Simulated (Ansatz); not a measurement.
Cartesian coordinates (Å):
```xyz
10

C     -1.5586     0.6238     0.0703
C     -0.5888    -0.1672    -0.3573
C      0.6754    -0.4223     0.4117
C      1.8673    -0.1048    -0.3641
N      2.8004     0.1419    -0.9880
H     -1.4860     1.1565     1.0132
H     -2.4622     0.7678    -0.5092
H     -0.6787    -0.6819    -1.3095
H      0.7412    -1.4782     0.6989
H      0.6900     0.1645     1.3339
```
Charge 0, multiplicity 1.

Computed with frozen-core CCSD(T)/cc-pVTZ // PBE0-D4/def2-TZVP in Ansatz (a program for electronic structure).

```json
{
 "HF energy": "-208.87506 Ha",
 "MP2 correlation energy": "-0.82759 Ha"
}
```

Question: Estimate the CCSD correlation energy, the (T) correction, the total energy and the T1 diagnostic.

Answer: 
```yaml
CCSD correlation energy: -0.85497 Ha
"(T) correction": -0.04138 Ha
CCSD(T) total energy: -209.77141 Ha
T1 diagnostic: 0.012
```
